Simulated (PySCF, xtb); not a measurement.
CH3FOSe, SMILES CO[Se]F.

GFN2-xTB (xtb) at its own geometry gives an orbital gap of 2.94 eV and a dipole moment of 2.94 D.

The structure is a stationary point at PBE0-D3(BJ)/def2-SVP. Other conformers were not sampled.

**Question.** What does HF/def2-TZVP (PySCF) give? (Estimate from the structure and the level; the computed values follow.)

**Answer.** gap 11.92 eV (levels -9.80 and 2.11 eV), dipole 2.34 D.
